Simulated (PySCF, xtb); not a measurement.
H₆OSiZr, SMILES [SiH3][O][ZrH3], multiplicity 1.

xtb with GFN2-xTB at its own geometry gives an orbital gap of 3.30 eV and a dipole moment of 0.74 D.

Coordinates come from a B3LYP-D3(BJ)/def2-SVP optimisation. The multiplicity is an assumed one; no other spin state was optimised. The structure was generated by enumeration; whether it is a known compound was not checked. The def2 effective core potentials stand for the cores of Zr; spin–orbit coupling is left out.

Problem. What does M06-2X/def2-TZVPD (PySCF) give? (The exact figures need the calculation; the answer reports its results.)

Solution. gap 8.15 eV (levels -9.38 and -1.23 eV), dipole 1.18 D.
